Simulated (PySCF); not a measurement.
Method: PBE0/[Hf def2-TZVP with ECP60, N def2-TZVP, Br def2-TZVP], scalar-relativistic core potentials, density fitting, no spin–orbit coupling, PySCF. Open shells, if any, are unrestricted.

**Question.** What shape and geometry does isolated singlet BrHfN take (every ligand bound to Hf)?

**Answer.** Formally Hf is in oxidation state +4, d0. The polar-tensor charge on Hf, 1.31, is far below the formal one. The lowest minimum found is a singlet of Cs symmetry with Hf–Br 2.536 Å, Hf–N 1.721 Å; Br–Hf–N 109.6°. Its harmonic wavenumbers are 163 (a'), 244 (a'), 980 (a') cm⁻¹ and its dipole moment is 7.13 D.

This need not be the most stable arrangement of these atoms. With an element this heavy the missing spin–orbit coupling can shift these numbers.
